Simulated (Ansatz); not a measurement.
A rate constant, worked out

An elementary step of GaH2Cl, closed shell (GaH₂Cl ([Cl][GaH2]) → GaH + HCl; Ga–Cl, Ga–H broken or loosened, Cl–H formed or tightened). The start structure is the reactant molecule, and the electronic barrier above it is 2.482 eV by CCSD(T) at an estimated basis limit (MP2 extrapolated from triple and quadruple zeta, plus CCSD(T) − MP2 in triple zeta). Program: Ansatz 0.2.0. Basis: def2-TZVPP and def2-QZVPP. Cores are frozen in the correlated methods. Filled d shells of the heavier atoms are correlated. The def2 sets are not built for correlating such inner shells, so the correlated values are less sure here. Extrapolation: Hartree–Fock as exp(−7.88 √X), correlation as X^−2.97. Harmonic wavenumbers at PBE0-D4/def2-TZVP (Ansatz 0.2.0), in cm⁻¹:

Start: 417, 498, 616, 733, 2020, 2031.

Saddle: 911i, 240, 524, 574, 1540, 1883.

Work out the transition-state-theory rate constant at 600 K from these numbers alone (harmonic vibrations; rotation, path degeneracy and anharmonicity left out), and the Wigner tunnelling factor. Use 1 cm⁻¹ = 1.2398 × 10⁻⁴ eV and k_B = 8.617 × 10⁻⁵ eV/K.

Zero-point energies, half the sums: start 6315/2 cm⁻¹ = 0.3915 eV; saddle, real modes only, 4761/2 cm⁻¹ = 0.2951 eV.
Barrier with zero-point energy: 2.482 + 0.2951 − 0.3915 = 2.3856 eV.
k_BT = 0.05170 eV, so the barrier is 46.14 k_BT.
Vibrational partition functions from the zero-point level, ln q = −Σ ln(1 − exp(−hν/k_BT)): start 1.284, saddle 1.489.
k = (k_BT/h) exp(ln q‡ − ln q) exp(−E0/k_BT), with log₁₀(k_BT/h in s⁻¹) = 13.10: log₁₀ k = 13.10 + (0.205 − 46.14)/2.3026 = -6.85, so k ≈ 1 × 10^(-7) s⁻¹.
Wigner factor: 1 + (hν‡/k_BT)²/24 = 1 + (2.18)²/24 = 1.20. A change of 1 kcal/mol (0.043 eV) in the barrier would change k by a factor of 2.3 at this temperature.

T1 diagnostic: at most 0.016. The restricted Hartree–Fock reference is unstable towards an unrestricted one at one or more of these structures.

Labels in which every atom is bracketed show which atoms are joined, not bond orders.

For scale, one of the runs: CCSD(T)/def2-TZVPP, 118 basis functions, launched by `ansatz run in.yaml --threads 2 --pin off --events-out ev --progress --plain --max-ram 4352MiB`. Hardware: 2 CPU threads of an Arm Neoverse V1, shared host. Wall time about 7 s.
